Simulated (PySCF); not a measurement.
EPR parameters of [C7H7N]+

Species: C7H7N (charge +1 and doublet state).
Cartesian coordinates in Å at the GFN2-xTB level; atoms count from 1:
```
atom  x, y, z in Å
C1     0.1854   -1.3587   -1.0158
C2     0.2031   -0.2785   -0.1747
C3     1.4360    0.1061    0.3672
C4     2.5155    0.4321    0.8319
C5     3.7169    0.7947    1.3481
N6     4.7334    1.1041    1.7848
C7    -0.9870    0.5213    0.2093
C8    -2.3205    0.1191   -0.3721
H9    -0.7293   -1.7063   -1.4681
H10    1.0890   -1.8978   -1.2541
H11   -1.0524    0.5351    1.3096
H12   -0.7830    1.5782   -0.0275
H13   -2.3235    0.1733   -1.4620
H14   -2.5941   -0.9008   -0.0979
H15   -3.0940    0.7861   -0.0005
```

The hyperfine couplings belong to this conformer and change with its torsions.

Identity: `[CH2+][C](C#CC#N)CC` [radical] (charge +1).

Method: PySCF, UKS B3LYP, pcH-1 on C H N, non-relativistic, mean-field spin-orbit, GIAO. Isolated species at its GFN2-xTB geometry (one conformer only). Couplings are sensitive to structure, and on GFN2-xTB geometries they can be far from those on DFT ones, by a factor of two or more for some ions and for spin on atoms past the first row. No stability test was run, so a lower SCF solution isn't excluded.

- g1, g2, g3: 2.00222, 2.00347, 2.00737
- g_iso: 2.00435
- Form of g: rhombic: the two nearest values differ by 24 % of g3 − g1
- ⟨S²⟩: 0.7691 (exact 0.7500)
- α and β electrons: 28, 27
- Total energy: -325.29891 Eh
- Basis functions: 270

Isotropic coupling and dipolar principal values T1 to T3, in mT; ρ(0) is the spin density at the nucleus (MHz turned into mT with g_iso):

```json
{"atom": "C1", "isotope": "13C", "a_iso": "1.30", "T1": "-1.50", "T2": "-1.48", "T3": "2.98", "Mulliken spin population": "0.52", "ρ(0) (bohr⁻³)": "0.0324"}
{"atom": "C2", "isotope": "13C", "a_iso": "-0.29", "T1": "-0.41", "T2": "-0.26", "T3": "0.67", "Mulliken spin population": "0.10", "ρ(0) (bohr⁻³)": "-0.0072"}
{"atom": "C3", "isotope": "13C", "a_iso": "-0.60", "T1": "-0.38", "T2": "0.01", "T3": "0.37", "Mulliken spin population": "-0.01", "ρ(0) (bohr⁻³)": "-0.0149"}
{"atom": "C4", "isotope": "13C", "a_iso": "0.70", "T1": "-0.87", "T2": "-0.79", "T3": "1.66", "Mulliken spin population": "0.28", "ρ(0) (bohr⁻³)": "0.0173"}
{"atom": "C5", "isotope": "13C", "a_iso": "-0.91", "T1": "-0.25", "T2": "-0.09", "T3": "0.34", "Mulliken spin population": "-0.08", "ρ(0) (bohr⁻³)": "-0.0227"}
{"atom": "N6", "isotope": "14N", "a_iso": "0.15", "T1": "-0.36", "T2": "-0.26", "T3": "0.62", "Mulliken spin population": "0.21", "ρ(0) (bohr⁻³)": "0.0127"}
{"atom": "C7", "isotope": "13C", "a_iso": "-0.21", "T1": "-0.07", "T2": "-0.01", "T3": "0.08", "Mulliken spin population": "0.00", "ρ(0) (bohr⁻³)": "-0.0051"}
{"atom": "C8", "isotope": "13C", "a_iso": "-0.02", "T1": "-0.02", "T2": "-0.01", "T3": "0.03", "Mulliken spin population": "0.00", "ρ(0) (bohr⁻³)": "-0.0006"}
{"atom": "H9", "isotope": "1H", "a_iso": "-1.24", "T1": "-0.70", "T2": "-0.10", "T3": "0.80", "Mulliken spin population": "-0.02", "ρ(0) (bohr⁻³)": "-0.0078"}
{"atom": "H10", "isotope": "1H", "a_iso": "-1.21", "T1": "-0.66", "T2": "-0.12", "T3": "0.78", "Mulliken spin population": "-0.02", "ρ(0) (bohr⁻³)": "-0.0076"}
{"atom": "H11", "isotope": "1H", "a_iso": "1.33", "T1": "-0.09", "T2": "-0.04", "T3": "0.13", "Mulliken spin population": "0.02", "ρ(0) (bohr⁻³)": "0.0084"}
{"atom": "H12", "isotope": "1H", "a_iso": "1.32", "T1": "-0.09", "T2": "-0.03", "T3": "0.13", "Mulliken spin population": "0.02", "ρ(0) (bohr⁻³)": "0.0083"}
{"atom": "H13", "isotope": "1H", "a_iso": "-0.01", "T1": "-0.06", "T2": "-0.06", "T3": "0.12", "Mulliken spin population": "0.00", "ρ(0) (bohr⁻³)": "-0.0001"}
{"atom": "H14", "isotope": "1H", "a_iso": "-0.01", "T1": "-0.06", "T2": "-0.06", "T3": "0.12", "Mulliken spin population": "0.00", "ρ(0) (bohr⁻³)": "-0.0001"}
{"atom": "H15", "isotope": "1H", "a_iso": "-0.02", "T1": "-0.03", "T2": "-0.03", "T3": "0.06", "Mulliken spin population": "0.00", "ρ(0) (bohr⁻³)": "-0.0001"}
```

The Mulliken spin populations are largest on C1 (+0.52), C4 (+0.28), N6 (+0.21) and C2 (+0.10). Three atoms exceed +0.15. The positive populations add up to 1.14 and the negative ones to -0.14, together 2S = 1. The angles at C1 add up to 360.0°, so it is planar.

C2, the radical centre as drawn in `[CH2+][C](C#CC#N)CC`, holds a spin population of +0.10 out of 1.

Axes: g3 points within 4° of the C1–H9 bond.

Under fast tumbling the dipolar parts average out, and these isotropic splittings remain: 2 × 1H (H11/H12, I = 1/2, 3 lines) with 1.33 mT, 1 × 1H (H9, I = 1/2, 2 lines) with 1.24 mT, 1 × 1H (H10, I = 1/2, 2 lines) with 1.21 mT and 1 × 14N (N6, I = 1, 3 lines) with 0.15 mT.

Nuclei that the bonding pattern makes equivalent are averaged, as if the motion that swaps them (rotation, inversion, ring flip) were fast. H9 and H10 aren't averaged: C1 is flat or nearly so (angle sum 360°), and its turn about the short C1–C2 bond (1.37 Å) is taken as slow.

The 13C coupling of C1 (36.4 MHz) shows only in satellite lines or after enrichment, since that isotope makes up about 1.07 % of natural carbon.

β density exceeds α density at some nuclei, such as C5 (-0.0227), C3 (-0.0149) and H9 (-0.0078), spin density in bohr⁻³. In a single determinant that takes different orbitals for the two spins, that is spin polarisation.
